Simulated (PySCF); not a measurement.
BrHSSe. Atoms are numbered in the order given.

```xyz
4

Se    -0.4327    -0.0715     0.8535
Br     1.3139     0.6335    -0.6104
S     -1.8724    -1.0884    -0.4517
H     -1.3165    -2.3283    -0.4281
```

The structure is a stationary point at B3LYP-D3(BJ)/def2-SVP. Other conformers were not sampled.

All values below come from ωB97X/def2-TZVPD in PySCF.

Gas-phase values at a fixed geometry.

Computed frontier levels, gap, dipole moment and polarisability:
The highest occupied level is -9.39 eV. The lowest empty level is -0.88 eV and the orbital gap is 8.51 eV. The dipole moment is 1.55 D and the quadrupole, principal values (traceless, Buckingham form, about the centre of nuclear charge) is -3.81, -0.55, 4.36 D·Å. The mean static polarisability comes out as 76.6 bohr³ (11.35 Å³) and the polarisability, principal values comes out as 56.4, 68.5, 104.9 bohr³.
